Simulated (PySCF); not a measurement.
PySCF input (M06-2X/def2-TZVPD):

```python
from pyscf import gto, scf, dft

mol = gto.M(
    atom='''
    Sb    0.28375404    0.11655380    0.10060683
    F    -0.91931721    0.71699329   -1.17294688
    F    -0.68862232   -1.37746481    0.60284152
    ''',
    basis='def2-tzvpd',
    ecp='def2-tzvp',
    charge=1,
    spin=0,
    verbose=4,
)

mf = dft.RKS(mol, xc='m062x').density_fit(auxbasis='def2-universal-jkfit')
mf.grids.level = 4
mf.conv_tol = 1e-9
mf.max_cycle = 100
mf.max_memory = 1500
mf.kernel()
if not mf.converged:
    mf = mf.newton()
    mf.kernel(mf.make_rdm1())
mf.analyze()
```

End of the output:

```
Extra cycle  E= -439.611175866787  delta_E= 2.31e-11  |g|= 2.08e-05  |ddm|= 1.72e-05
converged SCF energy = -439.611175866787
**** SCF Summaries ****
Total Energy =                        -439.611175866787391
Nuclear Repulsion Energy =             133.849304503629185
One-electron Energy =                 -953.991589869101404
Two-electron Energy =                  380.531109498684827
Two-electron Coulomb Energy =          420.511909229705054
DFT Exchange-Correlation Energy =      -39.980799731020234
HOMO-LUMO gap [eV] =                     8.813639266796748
**** MO energy ****
MO #1   energy= -25.4863767163627  occ= 2
MO #2   energy= -25.4863644907975  occ= 2
MO #3   energy= -6.32889375016536  occ= 2
MO #4   energy= -4.53495557692831  occ= 2
MO #5   energy= -4.52540297411463  occ= 2
MO #6   energy= -4.52054335738287  occ= 2
MO #7   energy= -1.8221690755445   occ= 2
MO #8   energy= -1.81950679734546  occ= 2
MO #9   energy= -1.81451617617829  occ= 2
MO #10  energy= -1.81012962825131  occ= 2
MO #11  energy= -1.80161462336264  occ= 2
MO #12  energy= -1.56543880157573  occ= 2
MO #13  energy= -1.53814561079406  occ= 2
MO #14  energy= -0.927319192222168 occ= 2
MO #15  energy= -0.80277609078415  occ= 2
MO #16  energy= -0.782653594961171 occ= 2
MO #17  energy= -0.776853138232155 occ= 2
MO #18  energy= -0.754140682689319 occ= 2
MO #19  energy= -0.747528051260928 occ= 2
MO #20  energy= -0.689844563778234 occ= 2
MO #21  energy= -0.365949292132797 occ= 0
MO #22  energy= -0.259219367523772 occ= 0
MO #23  energy= -0.234889249982408 occ= 0
MO #24  energy= -0.146686314549612 occ= 0
MO #25  energy= -0.0887035874276043 occ= 0
MO #26  energy= -0.0854568809243817 occ= 0
MO #27  energy= -0.0816508784107818 occ= 0
MO #28  energy= -0.066822669291961 occ= 0
MO #29  energy= -0.0609614622811967 occ= 0
MO #30  energy= -0.0574191498816385 occ= 0
MO #31  energy= -0.0501028061838739 occ= 0
MO #32  energy= -0.0488497501108466 occ= 0
MO #33  energy= 0.00783715445299551 occ= 0
MO #34  energy= 0.0229891922000507 occ= 0
MO #35  energy= 0.0232588126819922 occ= 0
MO #36  energy= 0.0365229259894221 occ= 0
MO #37  energy= 0.0528301009504358 occ= 0
MO #38  energy= 0.0529077838861047 occ= 0
MO #39  energy= 0.109060442734477  occ= 0
MO #40  energy= 0.115335318750361  occ= 0
MO #41  energy= 0.122403097858119  occ= 0
MO #42  energy= 0.133495212862859  occ= 0
MO #43  energy= 0.145932284148646  occ= 0
MO #44  energy= 0.188035640801836  occ= 0
MO #45  energy= 0.228561383924051  occ= 0
MO #46  energy= 0.230518201196918  occ= 0
MO #47  energy= 0.244009942027856  occ= 0
MO #48  energy= 0.302727805359059  occ= 0
MO #49  energy= 0.342086686606105  occ= 0
MO #50  energy= 0.414032511282096  occ= 0
MO #51  energy= 0.419174403174832  occ= 0
MO #52  energy= 0.430596829621624  occ= 0
MO #53  energy= 0.453632565377692  occ= 0
MO #54  energy= 0.476949128601411  occ= 0
MO #55  energy= 0.500799261199302  occ= 0
MO #56  energy= 0.512011969541782  occ= 0
MO #57  energy= 0.51991290970929   occ= 0
MO #58  energy= 0.564540105165689  occ= 0
MO #59  energy= 0.56986327572303   occ= 0
MO #60  energy= 0.610548794654732  occ= 0
MO #61  energy= 0.611450145603476  occ= 0
MO #62  energy= 0.624493692307378  occ= 0
MO #63  energy= 0.635363238447243  occ= 0
MO #64  energy= 0.662322115722951  occ= 0
MO #65  energy= 0.818377409727292  occ= 0
MO #66  energy= 0.833919582711885  occ= 0
MO #67  energy= 0.88238623188952   occ= 0
MO #68  energy= 0.883577975564541  occ= 0
MO #69  energy= 0.904672780427067  occ= 0
MO #70  energy= 0.915499948559602  occ= 0
MO #71  energy= 0.963053465253296  occ= 0
MO #72  energy= 0.970809347066036  occ= 0
MO #73  energy= 0.994602501759448  occ= 0
MO #74  energy= 1.0145236848072    occ= 0
MO #75  energy= 1.06226837303816   occ= 0
MO #76  energy= 1.06668055662148   occ= 0
MO #77  energy= 1.08899931651061   occ= 0
MO #78  energy= 1.20909538547114   occ= 0
MO #79  energy= 1.36753324219351   occ= 0
MO #80  energy= 2.02888200834446   occ= 0
MO #81  energy= 2.05492777234153   occ= 0
MO #82  energy= 2.06101127929915   occ= 0
MO #83  energy= 2.08787689379785   occ= 0
MO #84  energy= 2.08867567201074   occ= 0
MO #85  energy= 2.09954847927798   occ= 0
MO #86  energy= 2.10369535257118   occ= 0
MO #87  energy= 2.11513292015372   occ= 0
MO #88  energy= 2.12485383993895   occ= 0
MO #89  energy= 2.14827112575599   occ= 0
MO #90  energy= 2.16783823337372   occ= 0
MO #91  energy= 2.17477962528689   occ= 0
MO #92  energy= 2.27519605872304   occ= 0
MO #93  energy= 2.35312216931307   occ= 0
MO #94  energy= 2.37234136011153   occ= 0
MO #95  energy= 2.46536562763938   occ= 0
MO #96  energy= 2.64364328731037   occ= 0
MO #97  energy= 3.18265741859038   occ= 0
MO #98  energy= 3.18597507505796   occ= 0
MO #99  energy= 3.19271372007824   occ= 0
MO #100 energy= 3.26622247463371   occ= 0
MO #101 energy= 3.41428611259607   occ= 0
MO #102 energy= 3.64867005704902   occ= 0
MO #103 energy= 3.7273066300243    occ= 0
MO #104 energy= 3.9160915954503    occ= 0
MO #105 energy= 4.0416993559161    occ= 0
MO #106 energy= 6.65237873955154   occ= 0
MO #107 energy= 6.66461543433505   occ= 0
[...]
```

It need not be the lowest isomer of its formula.
